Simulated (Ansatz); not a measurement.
`[CH3][Ga][SeH]`, charge 0, multiplicity 2.

(1) Give a relaxed structure at PBE0-D4/def2-TZVP (Ansatz). (An estimate is asked.)

## Answers

(1) The calculation gave: 
Cartesian coordinates in Å:
```
C 0.636 0.309 -1.093
Ga 0.379 -0.598 0.666
Se -1.671 -0.151 1.762
H -0.168 -0.004 -1.765
H 0.569 1.388 -0.940
H 1.599 0.063 -1.538
H -1.344 -1.007 2.908
```
Point group Cs.
